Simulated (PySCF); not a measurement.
## Dipole response of Sn²⁺ (tin, charge +2)

[Kr] 4d10 5s2, closed-shell 1S. All numbers are calculated (PySCF 2.14, a scalar-relativistic core potential, in aug-cc-pVQZ-PP with ECP28MDF (7s7p5d3f2g, 92 functions)). Coupled (time-dependent) response in atomic units; α is the mean over directions.

| method | mean α (bohr³) | C₆ (like pair) | S(−4) |
| --- | --- | --- | --- |
| wB97X-V | 15.79 | 86.20 | 101.3 |

S(−4) is the Cauchy moment in α(ω) = α(0) + S(−4) ω² + …

α(iu) at wB97X-V:

| u (hartree) | α(iu) (bohr³) |
| --- | --- |
| 0 | 15.79 |
| 0.0500 | 15.54 |
| 0.100 | 14.85 |
| 0.200 | 12.67 |
| 0.300 | 10.33 |
| 0.500 | 6.882 |
| 0.750 | 4.583 |
| 1.00 | 3.367 |
| 1.50 | 2.140 |
| 2.00 | 1.516 |
| 3.00 | 0.8793 |
| 5.00 | 0.3937 |

A single London oscillator, α(iu) = α/(1 + u²/ω²), gives C₆ = (3/4) ω α². Matching the computed C₆ needs ω = 4 × 86.20 / (3 × 15.79²) = 0.461 hartree.

For an ion, C₆ is the dispersion term alone; charge-induced terms of lower order in 1/R come first.

Energies and moments cover only the electrons outside the core potential.
